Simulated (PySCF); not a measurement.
A geometry optimisation on `[SiH3]O[SiH2][SeH]`.

Method: PBE0-D3(BJ)/def2-SVP geometry optimisation, gas phase (PySCF 2.14.0). Start geometry: GFN2-xTB. A driver script takes a list of jobs; this job's settings line and coordinates (Å) are shown.

Input:
```
{"job": {"xc": "PBE0", "basis": "def2-SVP", "d3": "d3bj", "grid": 1, "maxiter": 30, "shake": 0.01, "kind": "geom"}, "charge": 0, "multiplicity": 1}
Si    -1.625600    -0.539870    -0.310650
O     -0.443160     0.507070     0.058480
Si     1.004940     0.938110     0.567080
Se     2.542000    -0.752940     0.197010
H     -2.633210     0.350020    -0.955390
H     -2.105110    -1.113470     0.930840
H     -1.087770    -1.513730    -1.233840
H      1.396220     2.106400    -0.231090
H      0.998540     1.126980     2.036770
H      2.003600    -1.129510    -1.080250
```

Output:
```
step   0  E = -3058.31218419  max force = 0.031547
step   1  E = -3058.32053722  max force = 0.003669
step   2  E = -3058.32105340  max force = 0.002012
step   3  E = -3058.32196938  max force = 0.005609
step   4  E = -3058.32227580  max force = 0.004723
step   5  E = -3058.32242502  max force = 0.001718
step   6  E = -3058.32246069  max force = 0.000937
step   7  E = -3058.32249805  max force = 0.001013
step   8  E = -3058.32251743  max force = 0.001368
step   9  E = -3058.32252722  max force = 0.000845
step  10  E = -3058.32253679  max force = 0.000415
optimisation converged
```

Energies in Eh; «max force» is the largest Cartesian gradient component in Eh/bohr.

Question: How much energy does the optimisation release, in kJ/mol?

Answer: E(step 0) − E(last step) = 0.010353 Eh, which is 27.2 kJ/mol.

In short: final energy -3058.32254 Eh after 10 steps; dipole 0.57 D.

The run took 56 s wall on Arm Neoverse V1, one thread, shared host, and the process peaked at 0.46 GiB of memory.
Labels such as C1 count atoms from 1, the log's own numbers from 0.
